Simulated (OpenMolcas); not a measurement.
# Yb3+ in MgO: curves along the breathing mode

Yb3+ with its 6 nearest oxide ions, on the Mg site of MgO (a = 4.2112 Å, distance in the model lattice 2.106 Å). The rest of the host is ab initio model potentials to 7.6 Å, with orthogonalisation functions on the cations behind the ligands, and point charges beyond; the distance is set by hand and nothing relaxes, and no local charge compensation is placed. Ligand basis ANO-RCC-VDZP.

| Quantity | Value |
| --- | --- |
| Program | OpenMolcas 26.06 |
| Method | SS-CASPT2, IPEA 0.25 Eh, imaginary shift 0.1 Eh (closed shells correlated: 5s 5p and the ligand valence shells) |
| Basis | ANO-RCC-VDZP [7s6p4d2f1g] |
| Scalar Hamiltonian | DKH2, point nucleus |
| Active space | 13 electrons in 7 orbitals (4f) |
| State averaging | 2S+1 = 2 odd, 7 roots |
| Spin-orbit coupling | state interaction with AMFI integrals over the reference wave functions |

Spin-free energies (labels of O, the rotations of Oh) in cm-1 above the lowest fitted minimum, as all ligands move together:

```json
{"R (Å)": "2.053", "2T1": "360", "2T2": "1880", "2A2": "2830"}
{"R (Å)": "2.101", "2T1": "500", "2T2": "1860", "2A2": "2770"}
{"R (Å)": "2.198", "2T1": "11290", "2T2": "12460", "2A2": "13210"}
{"R (Å)": "2.247", "2T1": "21530", "2T2": "22610", "2A2": "23300"}
{"R (Å)": "2.295", "2T1": "34490", "2T2": "35510", "2A2": "36160"}
{"R (Å)": "2.343", "2T1": "50390", "2T2": "51320", "2A2": "51940"}
```

Cubic fits give the following; the wavenumber is harmonic, with the mass of all moving ligands, small differences in it between states hang on the degree of the fit, a number in brackets counts states of one label, and the table is a selection of at most 14 states with clean curves.

| State | R0 (Å) | Breathing mode (cm-1) | Minimum (cm-1) |
| --- | --- | --- | --- |
| 2T1 | 2.074 | 730 | 0 |
| 2T2 | 2.076 | 735 | 1440 |
| 2A2 | 2.077 | 732 | 2370 |

For an f ion spin-orbit coupling outweighs the ligand field, so these spin-free curves are not those of observable levels.

Roots that are degenerate in the reference are averaged as groups; the widest CASPT2 spread within a group is 34 cm-1 (the 3-fold group of multiplicity 2 near 1360 cm-1 above the lowest state of its run, R = 2.101). Shifts and gaps below about the spread of the groups concerned are not significant. Over all roots computed the reference weight is 0.70 in R = 2.053, 0.70 in R = 2.101, 0.70 in R = 2.198, 0.70 in R = 2.247, 0.69 in R = 2.295, 0.69 in R = 2.343; a low but even weight reflects the number of correlated electrons. Splittings of an f shell from a small cluster at a set distance can be off by tens of per cent, mostly too small. No measured value stands beside these numbers.
